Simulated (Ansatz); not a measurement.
Total energies of `[OH][W]([OH])([OH])([F])=[S]`.

```
atom   x (Å)   y (Å)   z (Å)
  O1  -0.726   0.213  -1.639
  W2   0.299  -0.105  -0.078
  O3  -0.558  -1.743   0.141
  O4   0.164   0.204   1.786
  F5   0.428   1.796  -0.107
  S6   2.272  -0.670  -0.593
  H7  -0.736   1.105  -1.998
  H8  -1.475  -1.895   0.381
  H9   0.332   1.095   2.108
```

Total charge 0; spin multiplicity 1. Correlated methods include outer-core shells of W, which these sets cover unevenly. W takes the def2 core potential. All single points use the PBE0-D4/def2-TZVP geometry. It is one conformer, not always the lowest. Basis def2-TZVPP, the Gaussian-basis code of Ansatz.

RPA on PBE orbitals: Hartree–Fock energy of these orbitals -789.92884 Eh, correlation -2.43842 Eh (frozen core).

| functional | energy without D4 (Eh) | D4 term (kJ/mol) |
| --- | --- | --- |
| LDA (SPW92) | -789.32195 | – |
| revPBE | -792.91031 | -62.9 |
| BLYP | -792.97410 | -51.9 |
| r2SCAN | -792.88899 | -5.7 |
| PBE0 | -792.51996 | -20.7 |
| B3LYP | -793.04788 | -39.5 |
| r2SCAN0 | -792.75002 | -6.9 |
| HSE06 (plane-wave form) | -792.49859 | -19.6 |
| BHLYP | -792.69765 | -34.1 |
| CAM-B3LYP | -792.87074 | -21.4 |
| LC-ωPBE | -792.70906 | – |
| ωB97X-V | -792.78663 | – |
| ωB97M-V | -792.79663 | – |
| B2PLYP | -792.57711 | – |

**Question.** Give the same for PBE, B97M-V, r2SCANh, PBE-QIDH. (Best estimate.)

**Answer.** The calculation gave: 
```
functional  energy without D4 (Eh)  D4 term (kJ/mol)
       PBE              -792.56995             -24.3
    B97M-V              -792.80980                 –
   r2SCANh              -792.83234              -6.2
  PBE-QIDH              -792.29348                 –
```

B3LYP takes the VWN-RPA correlation (the form of Gaussian; ORCA's B3LYP/G). HSE06 is the plane-wave form, built on full-range PBE exchange. The double hybrids freeze the cores in their second-order part.

LC-ωPBE has ω = 0.4 bohr⁻¹.
